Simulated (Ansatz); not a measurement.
A nudged elastic band was laid between two geometries of CH7NSn + H2S (13 atoms, charge 0, multiplicity 1).

Level of theory: RKS PBE0/def2-SVP in Ansatz 0.2.0.

| Item | Value |
| --- | --- |
| movable images | 5 |
| climbing image | yes |
| spring | 5.0 eV/Å² |
| optimiser | quadratic models (default) |
| start path | through a guess of the saddle point |
| force threshold | 0.05 eV/Å |
| iteration limit | 60 |
| end points | relaxed |

Initial state:

```xyz
13
Properties=species:S:1:pos:R:3
Sn -1.318 0.676 0.924
N 0.084 0.419 -0.578
C -0.132 -0.627 -1.560
H -2.883 0.881 0.235
H -0.840 2.066 1.789
H -1.268 -0.759 1.848
H 1.664 0.150 0.562
S 2.591 0.008 1.575
H 0.304 1.304 -1.032
H -1.015 -0.482 -2.215
H -0.262 -1.598 -1.053
H 0.750 -0.731 -2.214
H 2.324 -1.307 1.719
```

Final state:

```xyz
13
Properties=species:S:1:pos:R:3
Sn -0.726 0.581 1.537
N 0.170 0.451 -1.114
C 0.118 -0.877 -1.700
H -0.847 2.208 1.009
H -1.117 0.582 3.231
H -1.823 -0.501 0.786
H 1.126 0.808 -1.101
S 1.575 -0.234 1.589
H -0.382 1.117 -1.653
H -0.917 -1.254 -1.669
H 0.731 -1.563 -1.096
H 0.469 -0.932 -2.747
H 1.623 -0.386 2.930
```

Task: Which bonds break or form, and what moves?

Result: Bonds broken: Sn1–N2, H7–S8. Bonds formed: Sn1–S8, N2–H7. CH7NSn + H2S becomes CH5N + H4SSn.

Task: What energy profile does the band end with?

Result: It converged. The highest image is number 1 of 0 to 6, 0.198 eV above the first end and 1.123 eV above the last; the last end lies 0.925 eV below the first. A vibrational analysis at the climbing image gives one clearly imaginary mode, 790i cm⁻¹: a first-order saddle point. The orbitals stay closed-shell, which can raise the energy where a bond breaks towards radicals; this wasn't checked here.

```
image  path coordinate (Å)  energy (eV)  Sn1–N2 (Å)  H7–S8 (Å)  Sn1–S8 (Å)
    0                 0.00        0.000        2.07       1.38        4.02
    1                 1.16        0.198        2.14       1.63        3.27
    2                 2.43       -0.359        2.46       2.35        2.60
    3                 3.69       -0.621        2.80       2.63        2.48
    4                 4.96       -0.816        2.97       2.74        2.46
    5                 6.23       -0.857        2.89       2.70        2.45
    6                 7.50       -0.925        2.80       2.92        2.44
```

Task: What is the geometry of the highest image?

Result: 
```xyz
13
Properties=species:S:1:pos:R:3
Sn -1.108 0.656 1.072
N 0.223 0.456 -0.598
C -0.001 -0.661 -1.507
H -2.589 0.985 0.234
H -0.663 2.017 1.982
H -1.240 -0.860 1.827
H 1.247 0.271 0.200
S 2.064 0.032 1.593
H 0.311 1.336 -1.110
H -0.997 -0.651 -1.981
H 0.103 -1.605 -0.948
H 0.759 -0.669 -2.305
H 1.891 -1.308 1.542
```

Task: What are the harmonic wavenumbers there?

Result: 790i, 77, 113, 173, 177, 215, 272, 427, 453, 462, 513, 523, 674, 703, 743, 777, 1055, 1108, 1134, 1302, 1351, 1442, 1467, 1483, 1488, 1875, 1976, 2001, 2710, 3039, 3128, 3146, 3541 cm⁻¹.

Time of the run: 9 min on 2 threads of Arm Neoverse V1 (shared host), peak memory 0.33 GiB.
